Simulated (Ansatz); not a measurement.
# A cut through the energy surface

C$_{2}$H$_{6}$NNa (SMILES C[N](C)[Na]), singlet, at its PBE0-D4/def2-TZVP minimum:

```xyz
10
angstrom
C -0.4470 1.0857 -0.0834
N -0.3348 -0.3033 -0.3972
C 0.7184 -0.8741 0.3807
Na -1.5228 -1.3377 -1.7812
H -0.6721 1.2806 0.9886
H -1.2480 1.5694 -0.6599
H 0.4807 1.6631 -0.2922
H 0.8426 -1.9461 0.1727
H 0.5565 -0.7854 1.4778
H 1.7096 -0.4033 0.1972
```

The angle N2–C1–H6 (111.7° at the minimum) is set to the values below, N2, with anything bonded beyond it, turning rigidly in the plane of the angle. Each method's energies count from its own value at the PBE0-D4 minimum structure. Ansatz 0.2.0; basis: def2-TZVPP; cores frozen in the correlated methods. The outer core shell of Li, Na, Mg and K is correlated. The def2 sets are not built for correlating such inner shells, so the correlated values are less sure here. B3LYP uses VWN-RPA correlation.

CCSD(T) energies along the scan:
```json
{"angle (°)": "87.7", "CCSD(T) (eV)": "0.691"}
{"angle (°)": "93.7", "CCSD(T) (eV)": "0.386"}
{"angle (°)": "99.7", "CCSD(T) (eV)": "0.170"}
{"angle (°)": "105.7", "CCSD(T) (eV)": "0.043"}
{"angle (°)": "111.7", "CCSD(T) (eV)": "0.000"}
{"angle (°)": "117.7", "CCSD(T) (eV)": "0.041"}
{"angle (°)": "123.7", "CCSD(T) (eV)": "0.166"}
{"angle (°)": "129.7", "CCSD(T) (eV)": "0.374"}
{"angle (°)": "135.7", "CCSD(T) (eV)": "0.666"}
```
They count from the CCSD(T) energy at the PBE0-D4 minimum.

Largest difference from the CCSD(T) curve over the scan: B3LYP-D4 0.004; wB97M-V 0.012; MP2 0.008 eV. Each curve counts from its own value at the minimum.

The T1 diagnostic stays at or below 0.013.

For scale, one of the runs: CCSD(T)/def2-TZVPP, 209 basis functions (an equivalent command: `ansatz run in.yaml --threads 4`). Time: 41 s of wall clock on 4 CPU threads; the host was shared. Peak host memory: 3.2 GiB.
